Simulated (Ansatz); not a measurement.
The same path of H3SiTe (5 atoms, charge 1, multiplicity 1) was run twice with different band settings. The coordinate that changes most is the dihedral H4–Si1–Te2–H5.

These are results of RKS PBE-D4/def2-SVP in Ansatz 0.2.0, not measurements.

Relaxed end points:

```xyz
5
Properties=species:S:1:pos:R:3
Si -0.211 -0.703 0.047
Te 1.431 1.041 -0.025
H -1.670 -0.394 -0.035
H 0.267 -2.109 0.180
H 0.183 2.165 -0.168
```

```xyz
5
Properties=species:S:1:pos:R:3
Si -0.489 -0.549 0.024
Te 0.136 1.759 -0.137
H -1.943 -0.881 -0.007
H 0.542 -1.621 0.152
H 1.754 1.292 -0.032
```

Common settings: movable images 7; climbing image yes; spring 5.0 eV/Å²; optimiser quadratic models (default); start path through a guess of the saddle point; iteration limit 60; end points relaxed.

| run | force threshold |
| --- | --- |
| 1 | 0.05 eV/Å |
| 2 | 0.2 eV/Å |

Task: What does each run give, and how far can it be trusted?

Result: Run 1: converged after 21 iterations, highest image 0.908 eV above the first end. A vibrational analysis at the climbing image gives one clearly imaginary mode, 847i cm⁻¹: a first-order saddle point.
Run 2: converged after 16 iterations, highest image 0.910 eV above the first end. The threshold of 0.2 eV/Å is loose, so the images may lie well off the minimum-energy path. Another band between the same ends (7 images) ends at a top of the same energy, where a vibrational analysis finds 1 clearly imaginary mode.
Limits of this set-up: the dipole of an ion depends on the origin.
